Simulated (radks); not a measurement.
Problem. The krypton ion Kr6+ is in [Ar] 3d10 4s2. Method: Dirac Kohn-Sham, BLYP, spin-unpolarised, spherical densities, finite nucleus; Fermi nuclear charge, rms radius of each element as measured or else 0.836 A^(1/3) + 0.57 fm; computed with a radial shooting solver on a logarithmic mesh with Libxc functionals. Sub-shells are occupied by j as written (lower j first in brackets). One electron is removed from 3d3/2, 3d5/2, 3p3/2, 4s1/2 in turn, with full relaxation. Which removal costs least, and what does each cost?

Solution. 4s1/2 110.61 eV; 3d5/2 190.04 eV; 3d3/2 191.44 eV; 3p3/2 301.99 eV. The 4s1/2 electron leaves first.
